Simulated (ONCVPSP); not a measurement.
germanium (Ge), ONCV: configuration errors across variants

ONCVPSP 4.0.1 input, shortened (lines: element, Z, core and valence counts, functional; n l f; lmax; l rc ep ncon nbas qcut; lloc lpopt rc5 dvloc0; l nproj debl; icmod fcfact rcfact), LDA (Perdew-Wang 92), scalar-relativistic:

```
  Ge 32.00    3    5  -001012      upf
    1    0    2.00
    2    0    2.00
    2    1    6.00
    3    0    2.00
    3    1    6.00
    3    2   10.00
    4    0    2.00
    4    1    2.00
    2
    0    0.90    0.00    3    8   12.30
    1    1.20    0.00    4    8   10.50
    2    1.00    0.00    3    8   12.50
    4    5    0.85    3.00
    0    2    0.40
    1    3    3.50
    2    2    2.20
    2    0.25    0.90
```

All-electron excitation energies from the reference (eV): (1) 3s2 3p6 3d10 4s2 4p1 7.630; (2) 3s2 3p6 3d10 4s2 4p0 23.340; (3) 3s2 3p6 3d10 4s1 4p0 58.555; (4) 3s2 3p6 3d10 4s0 4p4 16.364.

Errors AE − PS in meV (a dash: test not solved or not reliable):

| change | (1) | (2) | (3) | (4) | bound ghosts | GHOST(+) flags above zero |
| --- | --- | --- | --- | --- | --- | --- |
| base | -0.2 | -0.8 | -3.1 | -1.8 | none | none |
| all radii but the core radius scaled by about 0.80 (s 0.72, p 0.96, d 0.80 bohr); local potential polynomial inside 0.68 bohr (lpopt 5, dvloc0 3 Ha) | 0.0 | -0.5 | -1.7 | -0.4 | none | none |
| all radii but the core radius scaled by about 0.87 (s 0.78, p 1.04, d 0.88 bohr); local potential polynomial inside 0.74 bohr (lpopt 5, dvloc0 3 Ha) | -0.5 | -1.8 | -3.8 | +0.3 | none | none |
| all radii but the core radius scaled by about 0.96 (s 0.86, p 1.16, d 0.96 bohr); local potential polynomial inside 0.82 bohr (lpopt 5, dvloc0 3 Ha) | -0.5 | -1.7 | -5.6 | -3.3 | none | s |
| all radii but the core radius scaled by about 1.14 (s 1.02, p 1.36, d 1.14 bohr); local potential polynomial inside 0.96 bohr (lpopt 5, dvloc0 3 Ha) | -0.9 | -2.7 | -6.2 | -1.8 | none | none |
| all radii but the core radius scaled by about 1.20 (s 1.08, p 1.44, d 1.20 bohr); local potential polynomial inside 1.02 bohr (lpopt 5, dvloc0 3 Ha) | -0.9 | -2.7 | -6.6 | -2.7 | none | none |
| all radii but the core radius scaled by about 1.30 (s 1.18, p 1.56, d 1.30 bohr); local potential polynomial inside 1.10 bohr (lpopt 5, dvloc0 3 Ha) | -0.9 | -2.8 | -7.6 | -4.3 | none | none |

(1) Give the same row for: all radii but the core radius scaled by about 1.04 (s 0.94, p 1.24, d 1.04 bohr); local potential polynomial inside 0.88 bohr (lpopt 5, dvloc0 3 Ha).

Results:

(1) -1.5, -4.2, -7.8, +0.2; bound ghosts: none; GHOST(+) flags above zero: none.
